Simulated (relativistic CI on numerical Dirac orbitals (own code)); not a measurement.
# Cd⁴⁺: L-alpha,beta X-ray emission

Computed with this model: Dirac-Coulomb-Breit CI, orbitals from a KLI potential per configuration, QED by a radiative potential, valence Slater integrals scaled by 0.9, multiplet model of X-ray emission after core ionisation; configurations [Kr] 4d8 → [He] 2s2 2p5 3s2 3p6 3d10 4s2 4p6 4d8 → [Ar] 3d9 4s2 4p6 4d8; 80 K; Lorentzian 2 eV and Gaussian 0.6 eV FWHM. Energies are those of the free ion, without screening or charge transfer. S is read from ⟨S²⟩ = S(S + 1).

Field parameters in Wybourne normalisation: D4h B²₀ = −7Ds, B⁴₀ = 21(Dq − Dt), B⁴₄ = 21√(5/14) Dq. The field is a parameter set, without covalency.

Computed curve for D4h, 10Dq = 32900, Ds = -1500, Dt = -440 cm⁻¹, scaled to 100 at the maximum (points under 2 are left out and the grid is thinned):

Energy (eV), Intensity and a bar:
```
   3121.8        2.1 
   3122.8        2.7 
   3123.8        3.4 
   3124.6        4.1 #
   3125.6        5.6 #
   3126.6        7.6 ##
   3127.6        9.9 ##
   3128.6       11.0 ###
   3129.4       11.6 ###
   3130.4       12.7 ###
   3131.4       14.7 ####
   3132.4       19.5 ######
   3133.4       31.3 #########
   3134.2       55.5 #################
   3135.2       96.9 ##############################
   3136.2       76.4 ########################
   3137.2       33.6 ##########
   3138.2       15.6 ####
   3139.0        9.6 ##
   3140.0        5.9 #
   3141.0        4.0 #
   3142.0        2.9 
   3142.8        2.3 
   3310.0        2.2 
   3311.0        3.1 
   3312.0        4.3 #
   3313.0        6.1 #
   3313.8        8.0 ##
   3314.8       11.6 ###
   3315.8       18.2 #####
   3316.8       29.7 #########
   3317.8       32.8 ##########
   3318.6       29.1 #########
   3319.6       28.9 ########
   3320.6       21.9 ######
   3321.6       13.2 ####
   3322.6        7.8 ##
   3323.4        4.9 #
   3324.4        2.9 
   3325.4        2.1
```

The ground state has S = 1.00, and the centroid lies at 3197.43 eV.
